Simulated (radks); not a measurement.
The numbers below are computed, except where a source is named.
Initial-state core-level shifts of neutral barium when its valence configuration changes from [Xe] 6s2. Level of theory: scalar-relativistic Kohn-Sham, r2SCAN, spin-unpolarised, spherical densities, finite nucleus; meta-GGA in the generalised Kohn-Sham scheme; Fermi nuclear charge, rms radius 4.8378 fm (a radial shooting solver on a logarithmic mesh with Libxc functionals). Shifts are changes of the shell-averaged eigenvalues in eV (positive: less bound); the change of the density at the nucleus, which sets a Mossbauer isomer shift, is in e/bohr^3, on a base of 3.342e+05.

valence	2s	4p	4d	5s	density at nucleus
6s1 6p1	-1.183	-1.178	-1.175	-1.157	-11.23
4f2	-1.632	-1.441	-1.561	-2.615	-28.63
4f1 6s1	-2.100	-2.034	-2.077	-2.448	-11.23
5d2	+2.088	+2.076	+2.091	+2.066	-25.77
